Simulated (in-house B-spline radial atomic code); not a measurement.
A run on an ion of nuclear charge 15 with 15.7 electrons that did not converge. Method: non-relativistic wB97X, spin-polarised, spherical fractional occupations, point nucleus; computed with a B-spline radial code for spherical atoms.

Command:
```bash
python run_scf.py task.json out
```
Settings:
```
Z                15
configuration    [Ne] 3s2 3p3.7
hamiltonian      nr
method           wb97x
spin_polarised   True
```

First and last ten iterations of the last attempt (damped for 15 steps, keeping 80 % of the old Fock matrix, then DIIS):
```
 iter        energy (Eh)    residual
    1        -339.988930    2.35e-01
    2        -340.893195    8.62e-02
    3        -341.064910    5.88e-02
    4        -341.153229    4.01e-02
    5        -341.199225    2.72e-02
    6        -341.223502    1.85e-02
    7        -341.236542    1.28e-02
    8        -341.243729    9.75e-03
    9        -341.248141    7.51e-03
   10        -341.243796    1.72e-02
  111        -341.264377    7.48e-04
  112        -341.264131    9.02e-04
  113        -341.263632    1.29e-03
  114        -341.264442    8.00e-04
  115        -341.264471    9.73e-04
  116        -341.264454    8.71e-04
  117        -341.264202    7.65e-04
  118        -341.264341    8.33e-04
  119        -341.264407    7.84e-04
  120        -341.264576    8.63e-04
 not converged after 120 iterations
```

The smallest residual met was 4.2e-04; the threshold is about 1e-07. No energy from this run should be used. Cost of the run: 2.4 s on 1 thread of Intel(R) Xeon(R) 6975P-C, on a shared host.
